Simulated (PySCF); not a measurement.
B(H)(Me)(PH2) (CH6BP), SMILES CBP.

Coordinates come from a PBE0-D3(BJ)/def2-TZVP optimisation. One conformer was computed; it need not be the lowest.

Level of theory: PBE0-D3(BJ)/def2-TZVP (PySCF).

Frequencies are harmonic and unscaled.

```csv
mode,ν (cm⁻¹),IR (km/mol),moving atoms (share of kinetic energy)
1,100,1.3,"H 89 %, B 10 %"
2,234,1.7,"H 36 %, C 24 %, B 21 %, P 19 %"
3,288,1.9,"H 87 %, B 8 %"
4,458,31.9,"H 80 %, P 16 %"
5,625,2.3,"H 46 %, B 22 %, P 18 %, C 14 %"
6,663,1.3,H 91 %
7,717,8.7,H 86 %
8,858,17.2,"H 65 %, B 22 %, C 10 %"
9,891,7.5,"H 61 %, B 26 %, C 10 %"
10,1040,2.1,"H 49 %, B 28 %, C 23 %"
11,1099,85.3,H 91 %
12,1160,76.1,"H 53 %, B 41 %"
13,1315,53.1,"H 73 %, C 24 %"
14,1442,4.9,H 95 %
15,1456,6.0,H 94 %
16,2444,21.7,H 97 %
17,2465,26.2,H 96 %
18,2599,107.4,"H 91 %, B 9 %"
19,3024,0.5,H 96 %
20,3083,5.8,"H 92 %, C 8 %"
21,3130,14.8,"H 91 %, C 9 %"
```
